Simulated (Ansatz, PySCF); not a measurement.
Gas-phase reaction (SMILES): NB(N)F + [H][H] (H2) -> NBN + F (HF); hydrogen cleaves one B-F bond, a model of a ligand-exchange step.

Structures are relaxed separately at B3LYP-D3(BJ)/def2-TZVP in Ansatz (a first-principles code), one conformer each, not searched for the lowest. Valence correlation only, unless marked. No spin-orbit coupling. No relativistic terms. CBS(X,Y): correlation extrapolated as X^-3; Hartree-Fock from the larger set. Thermal terms are rigid-rotor harmonic-oscillator values from B3LYP-D3(BJ) frequencies (Ansatz or PySCF) at 298.15 K and 1 atm. 1 Eh = 627.5095 kcal/mol.

```
species      E, CCSD(T)/CBS(cc-pVTZ,cc-pVQZ) (Ansatz) (Eh)  E, B3LYP-D3(BJ)/def2-TZVPD (Ansatz + dftd3) (Eh)  H - E (Eh)  G - E (Eh)
-----------  ---------------------------------------------  ------------------------------------------------  ----------  ----------
NB(N)F                                          -236.54350                                        -236.87830     0.06612     0.03359
[H][H] (H2)                                       -1.17450                                          -1.17983     0.01336    -0.00144
NBN                                             -137.28416                                        -137.52189     0.07172     0.04195
F (HF)                                          -100.39146                                        -100.49389     0.01259    -0.00713
```

### Question
Work out ΔE and ΔH, ΔG, ΔS and the equilibrium constant at 298.15 K at the first level, then ΔH at the second.

### Answer

1. ΔE = [(-137.28416) + (-100.39146)] - [(-236.54350) + (-1.17450)] = 0.04238 Eh = 26.6 kcal/mol at CCSD(T)/CBS(cc-pVTZ,cc-pVQZ).
2. The terms H - E add up to 0.00483 Eh, so ΔH = (0.04238 + (0.00483))×627.5095 = 29.6 kcal/mol.
3. The terms G - E add up to 0.00267 Eh, so ΔG = 28.3 kcal/mol, and ΔS = (0.00483 - (0.00267))×627509.5/298.15 = 4.5 cal/(mol K).
4. log10 K = -ΔG/(RT ln 10) = -20.7, with RT ln 10 = 1.3642 kcal/mol.
5. At B3LYP-D3(BJ)/def2-TZVPD the same steps give ΔE = 26.6 and ΔH = 29.6 kcal/mol, a shift of +0.0 from the first level.
6. These values are not checked against measurement here, since the tables used lack a sound gas-phase enthalpy of formation for at least one species.
